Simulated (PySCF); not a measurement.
Ga(I)(Me)2 (C2H6GaI), SMILES [CH3][Ga]([CH3])[I].

Geometry: PBE0-D3(BJ)/def2-SVP. The structure was generated by enumeration; whether it is a known compound was not checked. The def2 effective core potentials stand for the cores of I; spin–orbit coupling is left out.

Calculation: PBE0-D3(BJ)/def2-SVP (PySCF 2.14.0).

Frequencies are harmonic and unscaled.

| mode | ν (cm⁻¹) | IR (km/mol) | Raman (Å⁴/amu) | depolarisation | moving atoms (share of kinetic energy) |
|---|---|---|---|---|---|
| 1 | 28 | 0.0 | 0.0 | – | H 99 % |
| 2 | 36 | 0.3 | 0.0 | – | H 98 % |
| 3 | 115 | 1.8 | 3.1 | 0.75 | C 46 %, H 23 %, Ga 21 %, I 10 % |
| 4 | 138 | 2.9 | 3.1 | 0.67 | C 57 %, H 33 % |
| 5 | 140 | 1.4 | 0.0 | – | Ga 40 %, C 31 %, H 28 % |
| 6 | 233 | 31.9 | 6.6 | 0.16 | Ga 58 %, I 36 % |
| 7 | 548 | 20.7 | 33.4 | 0.12 | C 73 %, H 20 % |
| 8 | 612 | 39.8 | 5.5 | 0.75 | C 56 %, Ga 26 %, H 18 % |
| 9 | 632 | 0.0 | 0.2 | 0.75 | H 86 %, C 14 % |
| 10 | 709 | 7.4 | 0.6 | 0.75 | H 82 %, C 17 % |
| 11 | 735 | 39.1 | 0.2 | 0.75 | H 78 %, C 19 % |
| 12 | 772 | 125.9 | 0.1 | 0.51 | H 77 %, C 21 % |
| 13 | 1214 | 17.8 | 1.0 | 0.75 | H 79 %, C 21 % |
| 14 | 1216 | 0.3 | 8.9 | 0.03 | H 82 %, C 18 % |
| 15 | 1417 | 2.0 | 6.3 | 0.75 | H 95 % |
| 16 | 1419 | 0.0 | 3.7 | 0.75 | H 95 % |
| 17 | 1423 | 10.9 | 14.7 | 0.75 | H 95 % |
| 18 | 1425 | 0.3 | 11.2 | 0.74 | H 96 % |
| 19 | 3059 | 1.7 | 3.1 | 0.75 | H 97 % |
| 20 | 3060 | 1.4 | 292.7 | 0.00 | H 97 % |
| 21 | 3166 | 0.0 | 147.7 | 0.75 | H 91 %, C 9 % |
| 22 | 3167 | 0.9 | 4.4 | 0.75 | H 91 %, C 9 % |
| 23 | 3179 | 0.2 | 26.9 | 0.75 | H 90 %, C 10 % |
| 24 | 3180 | 6.4 | 214.8 | 0.71 | H 90 %, C 10 % |
